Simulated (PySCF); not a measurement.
## Calculated properties of `C(CS(=O)(O)=O)C`

Compound: C₃H₈O₃S.
Z-matrix (Å and degrees, PBE0-D3(BJ)/def2-SVP geometry), rows numbered from 1:
```
C 
C   1  1.5207
C   2  1.5229  1  115.10
S   3  1.7865  2  111.92  1    65.60
O   4  1.4461  3  109.83  2   -77.24
O   4  1.4550  3  108.67  2    58.24
O   4  1.6285  3  100.96  2   170.33
H   1  1.1013  2  111.29  3    57.31
H   1  1.0990  2  111.80  3   -62.58
H   1  1.0996  2  110.39  3   177.03
H   2  1.1024  1  110.03  3  -120.36
H   2  1.1022  1  110.41  3   122.68
H   3  1.1004  2  113.23  1   -53.82
H   3  1.0995  2  111.56  1  -177.21
H   7  0.9695  4  106.72  3  -107.69
```

**PBE0-D3(BJ)/def2-SVP geometry optimisation, gas phase (PySCF)**

- Point group: C1
- Rotational constants A, B, C: 3.916, 1.589, 1.508 GHz

**PBE0/pcSseg-1 ground state and GIAO shieldings, non-relativistic (PySCF)**

* Dipole moment: 3.80 D
* HOMO energy: -8.95 eV
* LUMO energy: 0.75 eV
* HOMO–LUMO gap: 9.70 eV
* Lowest Hirshfeld atomic charge: -0.32 e on O6
* Highest Hirshfeld atomic charge: +0.56 e on S4
* 13C chemical shifts (computed TMS as zero) by class: 60.6 (C3), 19.4 (C2), 13.7 (C1) ppm
* 1H chemical shifts (computed TMS as zero) by class: 4.54 (H15), 2.87 (H13/H14), 1.75 (H11/H12), 1.20 (H8/H9/H10) ppm
* Isotropic shieldings of nuclei other than C and H, by class: 86 (O5/O6), 114 (O7), 164 (S4) ppm
* Mayer bond orders between heavy atoms: C1–C2 1.05, C2–C3 1.02, C3–S4 0.90, S4–O5 1.78, S4–O6 1.73, S4–O7 0.92

Monoisotopic mass (most abundant isotopes): 124.0194 u.

The rotational constants make it an asymmetric top with κ = (2B − A − C)/(A − C) = -0.93, nearer the prolate limit (−1). With B = h/(8π²I), that is 505.379 GHz u Å² over I, the principal moments of inertia are 129.1, 318.1 and 335.1 u Å² (most abundant isotopes). The dipole equals about 12.7 × 10⁻³⁰ C·m (1 D = 3.33564 × 10⁻³⁰ C·m).

One conformer (not necessarily the lowest) at the PBE0-D3(BJ)/def2-SVP geometry, without solvent or vibrations. NMR classes are plain means over equivalent atoms (diastereotopic ones count apart unless rotation or inversion swaps them), as if these changed places fast; in this geometry the members of some classes differ.
